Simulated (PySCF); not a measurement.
## Telling isomers of C$_{6}$H$_{10}$OSi$_{2}$ apart by NMR

- structure optimised with GFN2-xTB
- shielding tensors at PBE0/pcSseg-1 (GIAO)
- run in PySCF 2.14.0 with density-fitted response routines
- equivalent nuclei averaged, a single conformation, in vacuum, non-relativistic Hamiltonian

Shifts are taken against calculated references (same method and geometry level): TMS for ¹H (σref 31.72), ¹³C (σref 186.93). Where no couplings were computed, multiplicities follow the n + 1 count of equivalent neighbours, and m marks all less simple cases (inequivalent or close neighbours, rings, F or P nearby). Shifts are as computed. Against solution values, carbons near 30 ppm lie about +3 ppm off and those near 130 ppm about +5 ppm. Of 1211 compounds with measured shifts, 218 miss one by over three times the rms of a fit or turn the order of signals round; such compounds aren't used in these exercises.

(1) Tabulate the signals of `C#C[Si@@H](C=C)C(=C)O[SiH3]`, `[SiH3]/C=C\[SiH2]c1ccco1`, `C#C[C@@H]1C(=O)[SiH2][C@@H]1[SiH2]C` and their relative energies.

(2) What is the quickest way to tell C#C[Si@@H](C=C)C(=C)O[SiH3] from [SiH3]/C=C\[SiH2]c1ccco1?

(3) What is the quickest way to tell C#C[Si@@H](C=C)C(=C)O[SiH3] from C#C[C@@H]1C(=O)[SiH2][C@@H]1[SiH2]C?

(4) What is the quickest way to tell [SiH3]/C=C\[SiH2]c1ccco1 from C#C[C@@H]1C(=O)[SiH2][C@@H]1[SiH2]C?

Results:

(1) 
```json
{"SMILES": "C#C[Si@@H](C=C)C(=C)O[SiH3]", "carbon types": "2×C 2×CH 2×CH2", "δC": "168.5, 145.0, 140.2, 108.6, 103.9, 87.8", "δH": "6.59 (m, 1H), 6.47 (m, 1H), 6.23 (m, 1H), 5.34 (br s, 1H), 5.05 (br s, 1H), 4.93 (s, 3H), 4.87 (m, 1H), 1.95 (d, 1H)", "E rel. (kcal/mol)": "21.7"}
{"SMILES": "[SiH3]/C=C\\[SiH2]c1ccco1", "carbon types": "1×C 5×CH", "δC": "158.2, 155.7, 153.4, 153.0, 128.6, 117.3", "δH": "7.84 (m, 1H), 7.54 (m, 1H), 7.44 (m, 1H), 7.20 (m, 1H), 6.80 (m, 1H), 5.09 (d, 2H), 4.20 (d, 3H)", "E rel. (kcal/mol)": "0.0"}
{"SMILES": "C#C[C@@H]1C(=O)[SiH2][C@@H]1[SiH2]C", "carbon types": "2×C 3×CH 1×CH3", "δC": "239.3, 85.3, 84.7, 59.3, 3.0, -7.6", "δH": "5.25 (m, 1H), 5.05 (m, 1H), 4.73 (m, 1H), 4.34 (m, 1H), 4.26 (m, 1H), 2.15 (d, 1H), 1.42 (m, 1H), 0.33 (m, 3H)", "E rel. (kcal/mol)": "26.4"}
```

Energies are electronic energies at PBE0/pcSseg-1 on these geometries, without zero-point or thermal terms, each for the one conformer computed, which needn't be the lowest.

(2) Both give the same number of carbon signals, but DEPT or the intensities differ. The first has a terminal =CH2 carbon at 145.0 ppm, the second an alkene CH at 158.2 ppm. Their most deshielded carbons lie at 168.5 and 158.2 ppm. In the proton spectra the most deshielded non-exchanging signals are 6.59 (m, 1H) and 7.84 (m, 1H).

(3) Both give the same number of carbon signals, but DEPT or the intensities differ. The first has an alkene carbon bearing oxygen (C) at 168.5 ppm, the second a carbonyl carbon (C) at 239.3 ppm. In the proton spectra the most deshielded non-exchanging signals are 6.59 (m, 1H) and 5.25 (m, 1H).

(4) Both give the same number of carbon signals, but DEPT or the intensities differ. The first has an alkene CH at 158.2 ppm, the second a carbonyl carbon (C) at 239.3 ppm. In the proton spectra the most deshielded non-exchanging signals are 7.84 (m, 1H) and 5.25 (m, 1H).
